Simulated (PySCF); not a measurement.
## Gas-phase thermal properties of HfCl2(OH)2

Method: PySCF energies plus ideal-gas RRHO corrections (1 bar). All species are closed-shell singlets. Hf: scalar-relativistic def2 core potential, no spin-orbit coupling. HfCl2(OH)2: computed as isolated molecules; such fragments, hydroxides, amides, oligomers or adducts are transient or little studied in the gas. The harmonic model lacks anharmonicity and excited electronic states, which grow with temperature; levels with a mode under 35 cm⁻¹ are left out. Soft modes under 120 cm⁻¹ make the harmonic entropy rough for HfCl2(OH)2.

```
level           point group  σ  ZPE (kJ/mol)  S°298 (J/mol/K)  Cp298 (J/mol/K)  S°1000 (J/mol/K)  H1000 − H298 (kJ/mol)
--------------  -----------  -  ------------  ---------------  ---------------  ----------------  ---------------------
PBE/def2-SVP            C2v  2          69.5            397.1            122.1             558.4                   94.8
PBE0/def2-TZVP          C2v  2          70.7            399.1            122.7             560.6                   94.8
```
σ: rotational symmetry number. Electronic degeneracy used: 1. Frequencies are unscaled.
